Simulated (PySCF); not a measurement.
C2H6BFO2, SMILES B(CF)(OC)O. Atoms are numbered in the order given.

```xyz
12

C     -0.0378    -2.4471     0.0000
O     -0.7210    -1.2043     0.0000
B     -0.0202    -0.0448     0.0000
O      1.3393    -0.0373     0.0000
C     -0.8096     1.3310     0.0000
F      0.1214     2.3831     0.0000
H     -0.7903    -3.2482     0.0000
H      0.6010    -2.5521     0.8925
H      0.6010    -2.5521    -0.8925
H      1.6516     0.8808     0.0000
H     -1.4588     1.4388     0.8878
H     -1.4588     1.4388    -0.8878
```
Charge 0, spin multiplicity 1.

The structure is a stationary point at r2SCAN-D4/def2-SVP. The structure was generated by enumeration, and PubChem lists no compound with its InChIKey, so it may never have been made. One conformer was computed; it need not be the lowest.

The numbers are results of HF/def2-TZVP (PySCF), not measurements.

Isolated molecule, no solvent.

```json
{
 "total_energy": "-353.32775 hartree",
 "point_group": "Cs",
 "highest_occupied_level": "-12.69 eV",
 "lowest_empty_level": "3.14 eV",
 "orbital_gap": "15.82 eV",
 "dipole_moment": "1.03 D",
 "quadrupole, principal values (traceless, Buckingham form, about the centre of nuclear charge)": "-2.11, 0.27, 1.84 D·Å",
 "mean_static_polarisability": "41.7 bohr³ (6.18 Å³)",
 "polarisability_principal_values": "35.4, 41.7, 48.1 bohr³"
}
```
